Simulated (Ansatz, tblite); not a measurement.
Forces on BMe2(OH) (C2H7BO) at its PBE0-D4/def2-SVP geometry. The state is a singlet with charge 0.

The xTB rows come from tblite.

GFN1-xTB (tblite), largest force 0.54 eV/Å:

```xyz
11
positions Å, forces eV/Å
B     0.087   -0.391   -0.029    0.225    0.020    0.036
C     1.383    0.380    0.424    0.206    0.354    0.232
H     1.564    1.277   -0.190   -0.034   -0.339    0.155
H     2.281   -0.253    0.409   -0.299    0.203   -0.023
H     1.244    0.746    1.457    0.082   -0.155   -0.328
C    -1.275    0.365   -0.309   -0.343    0.400   -0.113
H    -2.141   -0.292   -0.492    0.373    0.160    0.084
H    -1.157    1.016   -1.193   -0.048   -0.256    0.274
H    -1.529    1.040    0.525    0.077   -0.266   -0.244
O     0.188   -1.740   -0.169   -0.384    0.099   -0.081
H    -0.644   -2.148   -0.433    0.145   -0.220    0.009
```

GFN2-xTB (tblite), largest force 0.95 eV/Å:

```
B 0.122 -0.938 -0.107
C 0.374 0.454 0.279
H 0.004 -0.404 0.244
H -0.359 0.312 0.002
H 0.151 -0.165 -0.415
C -0.377 0.532 -0.096
H 0.354 0.259 0.084
H -0.135 -0.271 0.345
H 0.022 -0.285 -0.358
O -0.408 0.606 -0.028
H 0.252 -0.102 0.050
```

PBE0-D4/def2-TZVP (Ansatz), largest force 0.27 eV/Å:

```
B -0.018 0.226 0.005
C 0.100 0.047 0.066
H -0.042 -0.218 0.148
H -0.208 0.170 0.005
H 0.051 -0.075 -0.236
C -0.089 0.085 -0.024
H 0.211 0.158 0.047
H -0.044 -0.150 0.207
H 0.048 -0.158 -0.206
O -0.111 -0.115 -0.047
H 0.103 0.029 0.035
```
